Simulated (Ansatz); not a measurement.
`C=[N][Ga]([Cl])[Cl]` + CH₃NH₂ → `C[NH][Ga]([Cl])[Cl]` + `C=N` at 500 K and 1 bar (ligand exchange at a Ga–N bond).

Program: Ansatz. Geometries: PBE0-D4/def2-TZVP. ΔE: electronic, gas phase. CCSD(T)/CBS is the MP2 limit (def2-TZVPP, def2-QZVPP) plus CCSD(T) − MP2 in def2-TZVPP, frozen cores. This one scheme is used for every species. For Ga outer-core shells are correlated without core-valence functions, which leaves a few kJ/mol of doubt a bond. Scalar relativity is left out up to krypton. Each species was taken in one conformer, which may not be the lowest.

| species | CCSD(T)/CBS energy (Eh) | H − E (kJ/mol) | S (J/(mol·K)) |
| --- | --- | --- | --- |
| `C=[N][Ga]([Cl])[Cl]` | -2937.54484 | 128.1 | 422.6 |
| CH₃NH₂ | -95.75281 | 191.8 | 270.3 |
| `C[NH][Ga]([Cl])[Cl]` | -2938.78787 | 196.3 | 438.9 |
| `C=N` | -94.52360 | 124.2 | 249.5 |

H − E and S are ideal-gas, rigid-rotor, harmonic terms from PBE0-D4/def2-TZVP, for one conformer and one mirror image of each species. 1 Eh = 2625.50 kJ/mol, R = 8.31446 J/(mol·K).

Question: By hand: ΔE, ΔH, ΔS and ΔG.

Answer: ΔE = (-2938.78787) + (-94.52360) − (-2937.54484) − (-95.75281) = -0.01382 Eh = -36.3 kJ/mol. Δ(H − E) = 196.3 + 124.2 − 128.1 − 191.8 = 0.6, so ΔH = -35.7 kJ/mol. ΔS = 438.9 + 249.5 − 422.6 − 270.3 = -4.5 J/(mol·K). ΔG = -35.7 − 500 × (-4.5)/1000 = -33.5 kJ/mol.

Question: By hand: the equilibrium constant, and the temperature at which ΔG would vanish if ΔH and ΔS stayed fixed.

Answer: log₁₀ K = −ΔG/(RT ln 10) = 3.5. ΔG = 0 at ΔH/ΔS = 7933 K, far beyond where these terms or the molecules hold.

The number of gas molecules stays the same, so ΔS is small and ΔH decides. A doubt of 5 kJ/mol in ΔE shifts log₁₀ K by 0.5 here. Other conformers and mirror images would add mixing entropy, several J/(mol·K) or more a flexible species. Modes under 60 cm⁻¹, often nearly free rotors, make the harmonic entropy too high. These are equilibria of isolated gas molecules and say nothing of rates. Largest T1 diagnostic: 0.013 (customary marks: 0.02 for closed shells, 0.045 for open ones).
